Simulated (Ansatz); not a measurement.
System: C2H6FSi (charge -1, singlet). It need not be the lowest isomer of its formula. Whether it binds its extra electron was not tested at this geometry. 
Structure (B3LYP-D3(BJ)/def2-TZVP (Ansatz, a program for electronic structure) minimum search):
```xyz
10

Si    -0.1166     0.1702    -0.6291
C      1.2993    -1.0652    -0.0743
C     -1.4799    -0.5486     0.5807
F      0.3603     1.4847     0.3578
H      1.0699    -2.0822    -0.4188
H      2.2671    -0.7881    -0.5073
H      1.4114    -1.0922     1.0193
H     -2.3804     0.0758     0.5881
H     -1.7842    -1.5516     0.2539
H     -1.1098    -0.6235     1.6135
```
Charge -1, spin multiplicity 1.

Basis-set convergence of Hartree-Fock and MP2 correlation energies (hartree) with Ansatz. Cores are frozen in the correlated levels unless marked. No spin-orbit coupling. Non-relativistic.

| basis | functions | E(HF) | E(corr, MP2) |
|---|---|---|---|
| aug-cc-pV(D+d)Z | 155 | -467.66964 | -0.63194 |
| aug-cc-pV(T+d)Z | 331 | (withheld) | (withheld) |

What belongs in the gaps?


- aug-cc-pV(T+d)Z, E(HF): -467.73114
- aug-cc-pV(T+d)Z, E(corr, MP2): -0.76689
